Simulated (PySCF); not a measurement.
Molecule: SMILES FC(S(=O)(=O)O)(F)F, CHF3O3S.

Cartesian coordinates in Å; atom numbers follow the order of the lines, from 1:
```xyz
9

O    -0.7553   -0.0459    1.7158
S    -0.7560   -0.2836    0.2909
O    -1.4001   -1.3971   -0.3463
O    -1.2483    1.0504   -0.4630
C     1.0171   -0.2831   -0.2531
F     1.5702    0.8701    0.0890
F     1.6410   -1.2712    0.3530
F     1.0934   -0.4388   -1.5568
H    -1.1492    1.8022    0.1436
```

Geometry PBE0-D3(BJ)/def2-SVP throughout; GIAO in PySCF 2.14.0 with density-fitted response routines, gas phase, one conformer, non-relativistic; equivalent atoms averaged; basis pcSseg-1.

Question: How do the shifts δ (against H2O, CS2, TMS, CFCl3 at the same level) depend on the functional? (ppm; last column core-seconds on shared hosts with different chips, so compare them loosely; the GGAs took longer than the global hybrids here, which isn't the general rule, and the cause wasn't traced)

Answer: 
| functional | kind | O1/O3 | O4 | S2 | C5 | F6/F7/F8 | H9 | core-s |
| --- | --- | --- | --- | --- | --- | --- | --- | --- |
| HF | Hartree–Fock | 183.8 | 169.6 | 303.9 | 107.8 | -57.6 | 5.32 | 5.6 |
| LDA | LDA | 256.9 | 226.0 | 321.0 | 134.3 | -104.4 | 4.97 | 12 |
| PBE | GGA | 239.6 | 211.7 | 309.0 | 130.1 | -103.4 | 4.74 | 16 |
| BLYP | GGA | 241.4 | 214.2 | 319.6 | 131.6 | -101.9 | 4.71 | 18 |
| OPBE | GGA | 226.0 | 198.6 | 287.4 | 123.4 | -99.8 | 4.80 | 16 |
| KT2 | GGA | 234.4 | 206.2 | 302.3 | 125.1 | -110.5 | 4.79 | 16 |
| B3LYP | global hybrid | 232.0 | 206.2 | 318.8 | 127.4 | -88.8 | 4.87 | 13 |
| PBE0 | global hybrid | 227.2 | 201.2 | 309.0 | 125.1 | -87.6 | 4.92 | 12 |
| wB97X-D | range-separated hybrid | 224.0 | 198.4 | 312.2 | 124.9 | -81.0 | 4.97 | 15 |

Question: Which nucleus moves most, in ppm?

Answer: O1/O3 (S=O oxygen): from 183.8 ppm with HF to 256.9 ppm with LDA. The smallest spread is 0.61 ppm, at H9. Proton shifts span only some 12 ppm, so a few tenths of a ppm matter as much there as several ppm in carbon.
